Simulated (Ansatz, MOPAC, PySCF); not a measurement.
Dissociation curve of Mg2, singlet.

- RMP2 = MP2 on RHF/aug-cc-pVTZ, frozen core in Ansatz (an electronic-structure program)
- RKS-LDA (SVWN5)/6-31G* = restricted LDA (SVWN5)/6-31G*, spherical d (PySCF)
- AM1, restricted, heats of formation (MOPAC)
- UCCSD(T) = CCSD(T) on UHF/aug-cc-pVTZ, frozen core run with Ansatz

Energies are in kJ/mol, each relative to the lowest point of its own curve near equilibrium.

```tsv
R / Å	RMP2	RKS-LDA (SVWN5)/6-31G*	AM1	UCCSD(T)
2.70	53.7	32.2	132.9	49.9
2.90	29.0	13.0	68.3	26.3
3.06	17.2	5.0	(withheld)	15.1
3.27	8.2	(withheld)	(withheld)	(withheld)
3.43	4.3	0.0	6.5	3.4
3.49	3.3	0.2	4.5	2.5
3.60	1.9	0.9	2.0	1.4
3.71	1.0	1.9	0.6	0.6
3.83	0.4	3.2	0.0	(withheld)
3.98	0.0	5.1	0.1	0.0
4.24	0.0	8.3	1.1	0.1
4.52	0.4	11.4	2.5	0.6
4.80	(withheld)	13.8	3.6	1.1
5.36	2.0	17.1	4.7	2.1
5.94	2.7	19.0	5.1	2.9
6.38	3.1	19.7	5.2	3.3
7.09	3.5	20.3	5.2	3.6
7.85	3.8	20.6	5.2	3.8
8.84	3.9	20.7	5.2	4.0
9.85	3.9	20.7	5.2	4.0
10.88	4.0	20.7	5.2	4.0
```

Question: Fill in the missing entries.

Answer: 
- 3.06, AM1: 37.7
- 3.27, RKS-LDA (SVWN5)/6-31G*: 0.6
- 3.27, AM1: 15.3
- 3.27, UCCSD(T): 6.8
- 3.83, UCCSD(T): 0.2
- 4.80, RMP2: 0.9

The unrestricted determinant behind UCCSD(T) is spin-contaminated at 2.70 to 3.71 Å (<S²> up to 0.6, against 0.00 for a pure singlet).
